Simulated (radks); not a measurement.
Kr III, 34 electrons, occupied as [Ar] 3d10 4s2 4p4 (the NIST ground configuration).

Method: non-relativistic Kohn-Sham, SCAN, spin-polarised, spherical densities, point nucleus; open shells are filled with parallel spins first; meta-GGA in the generalised Kohn-Sham scheme; computed with a radial shooting solver on a logarithmic mesh with Libxc functionals.

Energy parts (eV):
part                       energy
total                  -74902.427
kinetic                 74862.032
electron-nucleus      -178211.158
Hartree                 31033.345
exchange-correlation    -2586.646

Orbitals (lengths in bohr, moments of r in powers of bohr; <r^-3> diverges for s and p1/2):
\begin{tabular}{lrrrr}
orbital & occ. & eigenvalue (eV) & <r^2> & <r^-3> \\ \hline
1s up & 1 & -13960.22 & 0.002415 & - \\
1s down & 1 & -13960.00 & 0.002415 & - \\
2s up & 1 & -1846.913 & 0.04144 & - \\
2s down & 1 & -1846.837 & 0.04144 & - \\
2p up & 3 & -1670.591 & 0.03201 & 1389 \\
2p down & 3 & -1670.397 & 0.03201 & 1389 \\
3s up & 1 & -286.4094 & 0.3347 & - \\
3s down & 1 & -286.2086 & 0.3345 & - \\
3p up & 3 & -223.0212 & 0.3464 & 204.5 \\
3p down & 3 & -222.7554 & 0.3459 & 204.4 \\
3d up & 5 & -110.2977 & 0.3767 & 26.90 \\
3d down & 5 & -109.9349 & 0.3736 & 26.97 \\
4s up & 1 & -47.1803 & 2.656 & - \\
4s down & 1 & -44.4426 & 2.680 & - \\
4p up & 3 & -32.4391 & 3.421 & 20.89 \\
4p down & 1 & -29.8204 & 3.508 & 20.62 \\
\end{tabular}

The highest occupied level is 4p down at -29.820 eV. The electron density at the nucleus is 3.225e+04 e/bohr^3. Virial ratio -V/T = 2.00054. Summed over all electrons, <r^2> = 25.88 bohr^2, which gives a Langevin (diamagnetic) susceptibility term of -20.5 x 10^-6 cm^3/mol. The spin density at the nucleus is 0.2072 e/bohr^3 (1s -0.2205, 2s 0.1418, 3s 0.3758, 4s -0.0899), a Fermi contact field of 10.9 T. The density falls to 0.001 e/bohr^3 at r = 3.47 bohr.
